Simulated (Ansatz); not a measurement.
A run for Ansatz (a quantum-chemistry and plane-wave program): R-SVWN5/def2-TZVPP on C2H3N (SMILES CC#N).

Ansatz 0.2 input:
```yaml
crystal:
  periodic: [false, false, false]
  atoms:
    - {symbol: C, position_ang: [-0.48848221, 0.00373235, -0.00807351]}
    - {symbol: C, position_ang: [0.96565338, -0.00742560, 0.01594137]}
    - {symbol: N, position_ang: [2.11481062, -0.01624788, 0.03495553]}
    - {symbol: H, position_ang: [-0.85867537, -0.75983935, -0.69255699]}
    - {symbol: H, position_ang: [-0.88211702, -0.19754786, 0.98849045]}
    - {symbol: H, position_ang: [-0.85118940, 0.97722834, -0.33875684]}
basis:
  gaussian:
    orbitals: def2-TZVPP
hamiltonian:
  xc: {name: SVWN5}
scf: {lower_state_search: off}
```

The log:

```
WARN ansatz: RAYON_NUM_THREADS=4 ignored (pool sized by the plan → 4); use --threads N
Functional definition: SVWN5
these checks for a lower state are left out or cut short: stability, starts, cluster_reference, orbital_swaps, neighbouring_geometries, increment
integrals: 0.03 GiB planned
692 factors; their error is unknown
mean field: 0.36 GiB planned
mean field evaluation 1: about -3572.9829 eV, gradient 6.4e1 eV
mean field evaluation 2: about -3562.1404 eV, gradient 8.9e1 eV
mean field evaluation 4: about -3581.7099 eV, gradient 4.9e0 eV
mean field evaluation 8: about -3581.7555 eV, gradient 4.2e-1 eV
mean field evaluation 16: about -3581.7557 eV, gradient 4.4e-6 eV
mean field -3581.75566187 eV, -131.6270927726 hartree, gradient 4.4e-6 eV, S^2 0.000000; 0 other end points of the search recorded, 0 dependent functions left out
reference -3581.75568826 eV, -131.6270937422 hartree; 11, 11 occupied and 124, 124 virtual orbitals, 692 factors
Total energy: -3581.75568826 eV, -131.6270937422 hartree
Checks for a lower state left out: stability, starts, cluster_reference, orbital_swaps, neighbouring_geometries, increment
```

The calculation finished and met its thresholds.

Cost: roughly 0.5 core-seconds.
